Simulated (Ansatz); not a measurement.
BFH3N (SMILES NBF) moved off its minimum; all values from Ansatz (a first-principles code), cores frozen in correlated methods.
(charge 0, multiplicity 1)
```xyz
6

B     -0.2068    -0.4798     0.1004
H     -0.4574    -1.6272    -0.1794
F      0.7248    -0.1800     0.9846
N     -0.5623     0.5180    -0.8776
H     -0.3169     1.5212    -0.7818
H     -1.1791     0.3913    -1.6189
```

Forces at HF/def2-TZVPP (eV/Å):

```csv
atom,Fx,Fy,Fz
B1,0.843,0.696,-2.996
H2,-0.343,0.364,0.782
F3,-0.580,-0.013,0.453
N4,1.045,1.430,2.338
H5,-0.260,-1.934,0.051
H6,-0.704,-0.542,-0.629
```

Q: Give the forces (eV/Å), the total energy and the dipole at CCSD(T)/cc-pVTZ.

A: 
```csv
atom,Fx,Fy,Fz
B1,0.309,0.408,-2.950
H2,-0.340,0.256,0.626
F3,0.030,0.156,0.942
N4,1.242,1.022,2.408
H5,-0.112,-1.252,0.100
H6,-1.130,-0.590,-1.125
```
Energy -181.0913 hartree, dipole 2.17 D.
